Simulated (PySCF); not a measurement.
In(Br)(Me)2 (C₂H₆BrIn), SMILES [CH3][In]([CH3])[Br].

Geometry optimised at B3LYP-D3(BJ)/def2-SVP. The structure was generated by enumeration; whether it is a known compound was not checked. The def2 effective core potentials stand for the cores of In; spin–orbit coupling is left out.

These are B3LYP/def2-TZVP in PySCF values and carry that method's errors.

Isolated molecule, no solvent.

* **total energy**: -2844.30369 hartree
* **highest occupied level**: -7.09 eV
* **lowest empty level**: -1.61 eV
* **orbital gap**: 5.48 eV
* **dipole moment**: 0.800 e·Å
* **quadrupole, principal values (traceless, Buckingham form, about the centre of nuclear charge)**: -4.32, -0.80, 5.12 D·Å
* **mean static polarisability**: 85.8 bohr³ (12.71 Å³)
* **polarisability, principal values**: 60.3, 98.2, 98.8 bohr³
